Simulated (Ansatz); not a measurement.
One geometry of Al4Au⁺, several levels of theory.

```yaml
crystal:
  periodic: [false, false, false]
  atoms:
    - {symbol: Au, position_ang: [1.134178, 0.759256, 0.038271]}
    - {symbol: Al, position_ang: [-1.510432, -0.249608, -0.314120]}
    - {symbol: Al, position_ang: [0.269183, -1.009871, 1.779976]}
    - {symbol: Al, position_ang: [-0.768373, 2.300367, -1.000672]}
    - {symbol: Al, position_ang: [0.875444, -1.800145, -0.503454]}
basis:
  gaussian: {orbitals: def2-TZVP, initial_orbitals: start.molden}
total_charge: 1
hamiltonian: {xc: {name: B97M-V}}
scf: {omitted_lower_state_checks: [starts]}
output: {orbitals: {seedname: orbitals}}
```

The file start.molden holds the orbitals of an earlier run on this structure, at another level or in another basis.

```sh
$ ansatz run in.yaml --threads 4 --pin off --events-out ev --progress --plain --max-ram 4787MiB
```

Output, abridged:

```
Functional definition: B97M-V
1394 factors; their error is unknown
mean field evaluation 1: about -30068.6997 eV, gradient 1.9e1 eV
mean field evaluation 2: about -30068.9296 eV, gradient 2.9e-1 eV
mean field evaluation 4: about -30068.9196 eV, gradient 6.6e-2 eV
mean field evaluation 8: about -30068.9196 eV, gradient 2.3e-5 eV
mean field -30068.91959643 eV, -1105.0124137232 hartree, gradient 2.3e-5 eV, S^2 0.000000; 0 other end points of the search recorded, 0 dependent functions left out
reference -30068.91965255 eV, -1105.0124157853 hartree; 35, 35 occupied and 153, 153 virtual orbitals, 1394 factors
Total energy: -30068.91965255 eV, -1105.0124157853 hartree
Checks for a lower state left out: starts
```

It took 7.5 s on 4 threads of AMD EPYC 7B13 on a shared host.

As the first input, with `gaussian: {orbitals: def2-TZVPP, initial_orbitals: start.molden}`, `correlation: {method: ccsd_t}` and without the key `hamiltonian` (abridged; 69 s):

```
Functional definition: HF
mean field evaluation 16: about -29989.0741 eV, gradient 1.1e1 eV
mean field evaluation 32: about -29985.5117 eV, gradient 1.4e1 eV
mean field evaluation 64: about -29989.7494 eV, gradient 1.6e0 eV
mean field -29993.24743324 eV, -1102.2315130182 hartree, gradient 2.9e-6 eV, S^2 0.000000; 1 other end points of the search recorded, 0 dependent functions left out; unrestricted orbitals would lower it
mean field evaluation 96: about -29993.2301 eV, gradient 5.1e0 eV
determinant -29993.24743324 eV, -1102.2315130182 hartree, with singles and doubles -30017.46496762 eV, -1103.1214909916 hartree
determinant -29990.95923927 eV, -1102.1474234410 hartree, with singles and doubles -30015.46421861 eV, -1103.0479648216 hartree
20 core orbitals not correlated, not the lowest: weight in the atoms' cores, before any rotation towards them, 1.000 or more for the frozen orbitals, at most 0.000 for the correlated occupied ones
second order -25.39804767 eV of doubles, -0.00000000 eV of singles
cycle   1  -24.00048670 eV  change   -4.0e-1 eV  update   3.2e-2
cycle   2  -24.04728524 eV  change   -4.7e-2 eV  update   9.0e-3
cycle   3  -24.04126478 eV  change    6.0e-3 eV  update   4.6e-3
cycle   4  -24.04500509 eV  change   -3.7e-3 eV  update   2.8e-3
cycle   5  -24.04645779 eV  change   -1.5e-3 eV  update   1.8e-3
cycle   6  -24.04673606 eV  change   -2.8e-4 eV  update   1.0e-3
cycle   7  -24.04663183 eV  change    1.0e-4 eV  update   5.7e-4
cycle   8  -24.04691963 eV  change   -2.9e-4 eV  update   4.0e-4
cycle   9  -24.04684189 eV  change    7.8e-5 eV  update   2.4e-4
cycle  10  -24.04673931 eV  change    1.0e-4 eV  update   1.4e-4
cycle  11  -24.04673266 eV  change    6.6e-6 eV  update   8.6e-5
cycle  12  -24.04673569 eV  change   -3.0e-6 eV  update   5.6e-5
cycle  13  -24.04675868 eV  change   -2.3e-5 eV  update   3.3e-5
perturbative correction -1.56643747 eV, -0.0575655151 hartree
Total energy: -30018.86062938 eV, -1103.1727806151 hartree
Checks for a lower state left out: starts
```

First input, but with `hamiltonian: {xc: r2scan, dispersion: d4}` (abridged; 4.2 s):

```
Functional definition: r2SCAN
mean field -30074.50919141 eV, -1105.2178275497 hartree, gradient 2.3e-5 eV, S^2 0.000000
Total energy: -30074.55505743 eV, -1105.2195130949 hartree
Checks for a lower state left out: starts
```

Geometry: PBE-D4/def2-SVP.

In the def2 sets Au takes a core potential; there is no spin–orbit coupling. Correlated methods freeze 20 core orbitals; core or outer-core shells of Au are correlated, in sets that lack core-valence functions. The restricted singlet is unstable towards broken spin symmetry in Hartree–Fock (as tested in another run); at B97M-V/def2-TZVP, r2SCAN-D4/def2-TZVP this wasn't settled. At CCSD(T)/def2-TZVPP the restricted singlet (for correlated methods, its reference) is unstable: a solution with broken spin symmetry lies lower. The structure comes from a short search, and lower isomers may exist.
